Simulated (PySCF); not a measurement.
CH3ClOTe, SMILES CO[Te]Cl. Coordinates come from a PBE0-D3(BJ)/def2-SVP optimisation. The def2 effective core potentials stand for the cores of Te; spin–orbit coupling is left out. Other conformers were not sampled.

These are PBE0-D3(BJ)/def2-SVP in PySCF values and carry that method's errors.

Harmonic wavenumbers (cm⁻¹): 81, 129, 215, 287, 366, 576, 1102, 1169, 1180, 1448, 1456, 1477, 3020, 3110, 3143. Rotational constants (GHz): 3.775, 2.370, 1.532; symmetry number 1.

Question: Work out the zero-point energy and the ideal-gas rigid-rotor harmonic-oscillator thermochemistry at 298.15 K and 1 atm.

Answer: ZPE = ½ Σ hcν = ½ × 18760 cm⁻¹ = 112.21 kJ/mol. H − E(el) = 130.06 kJ/mol. Entropy in J/(mol K): translation 174.45, rotation 115.28, vibration 50.58, total 340.31. G − E(el) = 28.60 kJ/mol. Cp = 79.31 J/(mol K). Modes under 150 cm⁻¹ make the vibrational entropy uncertain.
